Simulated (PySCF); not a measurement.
Excitations are Tamm–Dancoff values on a coarser integration grid. The basis has no diffuse functions, so Rydberg states are missing or too high.

Z-matrix (Å, degrees):
```
C
C 1 1.3297
H 2 1.0856 1 117.60
H 1 1.0863 2 120.17 3 180.00
C 1 1.4601 4 112.81 2 180.00
C 5 1.3248 1 123.16 4 0.00
H 6 1.0791 5 122.16 1 180.00
H 6 1.0813 7 118.34 5 180.00
Cl 5 1.7396 6 119.56 7 0.00
Si 2 1.8541 3 119.27 1 180.00
H 10 1.4795 2 108.99 3 -180.00
H 10 1.4799 11 109.41 4 -121.04
H 10 1.4799 11 109.41 12 -117.92
```
Charge 0, spin multiplicity 1.

Task: Estimate the HOMO–LUMO gap, S1 oscillator strength and S1–T1 gap (TDA) that PBE-D3(BJ)/def2-TZVP // CAM-B3LYP-D3(BJ)/def2-TZVP (PySCF 2.14.0) returns for this input.

Result: 
```json
{
  "HOMO–LUMO gap": "3.76 eV",
  "S1 oscillator strength": "0.147",
  "S1–T1 gap (TDA)": "1.96 eV"
}
```
